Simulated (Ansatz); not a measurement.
Cost and result for the atomization energy of BrF2H2InOSi (`F[Si](F)(Br)[O][InH2]`) (8 atoms, 7 bonds).

Charge 0, multiplicity 1. Correlated methods include outer-core shells of Br, In, which these sets cover unevenly. Scalar relativity is left out up to krypton. In: def2 effective core potential. The geometry is a stationary point of PBE0-D4/def2-TZVP. It is one conformer, not always the lowest. Program: Ansatz. Hardware: A = 2 threads of an AMD EPYC 7R13 on a shared host; B = 2 threads of an AMD EPYC 7R13 on a shared host and a share of an NVIDIA H100 80 GB. Times are those of one run each, without the atoms' runs, and a repeat can differ threefold. Electronic energies, without spin–orbit coupling; frozen cores. CCSD(T)/CBS adds CCSD(T) − MP2 in def2-TZVPP to the MP2 limit, and its time is that of the two runs behind it. T1 = 0.012. With those shells the extrapolation isn't a true limit. B3LYP takes the VWN-RPA correlation (the form of Gaussian; ORCA's B3LYP/G).

CCSD(T)/CBS is a level of theory with its own doubt, some kJ/mol a heavy atom from the limit and from the frozen cores, so smaller differences don't rank the functionals.

| level | functions | wall time | atomization (kJ/mol) | difference from CCSD(T)/CBS | per bond |
| --- | --- | --- | --- | --- | --- |
| LDA (SPW92)/def2-TZVPP [A] | 261 | 2.9 s | 3243.7 | 394.3 | 56.3 |
| CCSD(T)/def2-SVP [B] | 128 | 4.9 s | 2551.5 | -297.9 | -42.5 |
| PBE-D4/def2-TZVPP (with forces) [A] | 261 | 5.5 s | 2823.3 | -26.1 | -3.7 |
| BLYP-D4/def2-TZVPP [A] | 261 | 5.5 s | 2764.4 | -85.0 | -12.1 |
| MP2/def2-QZVPP [B] | 472 | 7.5 s | 2915.9 | 66.5 | 9.5 |
| BHLYP-D4/def2-TZVPP [A] | 261 | 9.5 s | 2676.9 | -172.5 | -24.6 |
| PBE0-D4/def2-TZVPP [A] | 261 | 10 s | 2759.9 | -89.5 | -12.8 |
| CAM-B3LYP-D4/def2-TZVPP [A] | 261 | 12 s | 2809.1 | -40.3 | -5.7 |
| CCSD(T)/def2-TZVPP [B] | 261 | 15 s | 2746.2 | -103.2 | -14.7 |
| B2PLYP/def2-TZVPP [A] | 261 | 16 s | 2758.6 | -90.8 | -13.0 |
| B3LYP-D4/def2-TZVPP (with forces) [A] | 261 | 17 s | 2760.3 | -89.1 | -12.7 |
| ωB97X-V/def2-TZVPP [A] | 261 | 20 s | 2827.6 | -21.8 | -3.1 |
| CCSD(T)/CBS(def2) | – | 23 s | 2849.4 | 0.0 | 0.0 |

From PBE to PBE0 (25 % exact exchange), in def2-TZVPP and without D4, the atomization energy moves by −60.0 kJ/mol: exact exchange takes away binding that semilocal exchange gives to molecules. The D4 term adds +40.9 kJ/mol with B3LYP and +21.4 kJ/mol with PBE0; it sums over pairs of atoms, weighted by their polarisabilities, and B3LYP, whose exchange is more repulsive, gets the larger term. Leaving LDA and LC-ωPBE aside and taking each functional with its dispersion term where it has one, the values spread over 150.7 kJ/mol, from BHLYP-D4 to ωB97X-V. LDA lies +445.3 kJ/mol from PBE without D4, its usual overbinding.

Spin–orbit coupling would lower the free In atoms strongly, and the atomization energy with them, by more than many differences here.
